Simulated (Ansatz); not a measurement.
System: C₆H₁₃O, net charge 0, doublet state. It need not be the lowest isomer of its formula. 
Geometry from a B3LYP-D3(BJ)/def2-TZVP (Ansatz, a program for electronic structure) optimisation:
```
C
H 1 1.0945
H 1 1.0946 2 106.31
C 1 1.5262 2 109.68 3 -118.32
H 4 1.0948 1 109.12 2 -63.95
H 4 1.0948 5 106.13 1 117.50
C 4 1.5259 5 109.62 6 118.30
H 7 1.0915 4 111.46 5 -58.05
H 7 1.0926 8 107.75 4 -122.11
H 7 1.0926 8 107.74 9 -115.79
C 1 1.5445 2 109.05 3 117.60
H 11 1.0942 1 108.28 2 65.33
H 11 1.0966 12 106.83 1 -116.12
C 11 1.4861 12 110.06 13 -119.17
H 14 1.0852 11 119.53 12 -34.86
C 14 1.4832 15 116.87 11 166.04
H 16 1.0984 14 111.61 15 -75.05
H 16 1.0999 17 106.50 14 119.98
O 16 1.4289 17 104.44 18 117.44
H 19 0.9642 16 107.48 17 170.69
```
Charge 0, spin multiplicity 2.

Dipole moments at this geometry, in debye (magnitudes).

| level | program | dipole (D) |
|---|---|---|
| SVWN5/def2-TZVPD | Ansatz | 2.08 |
| PBE/def2-TZVPD | Ansatz | 1.99 |
| BLYP/def2-TZVPD | Ansatz | 2.04 |
| B3LYP/def2-TZVPD | Ansatz | (withheld) |
| PBE0/def2-TZVPD | Ansatz | 2.02 |
| BHLYP/def2-TZVPD | Ansatz | 2.09 |
| r2SCANh/def2-TZVPD | Ansatz | 2.00 |
| HSE06/def2-TZVPD | Ansatz | 2.02 |
| CAM-B3LYP/def2-TZVPD | Ansatz | 2.09 |
| LC-wPBE/def2-TZVPD | Ansatz | 2.07 |
| wB97M-V/def2-TZVPD | Ansatz | 2.04 |
| wB97X-V/def2-TZVPD | Ansatz | 2.05 |
| CCSD(T)/aug-cc-pVDZ | Ansatz | (withheld) |

Q: Some entries are withheld; supply them.

A: 
- B3LYP/def2-TZVPD, dipole (D): 2.06
- CCSD(T)/aug-cc-pVDZ, dipole (D): 2.02
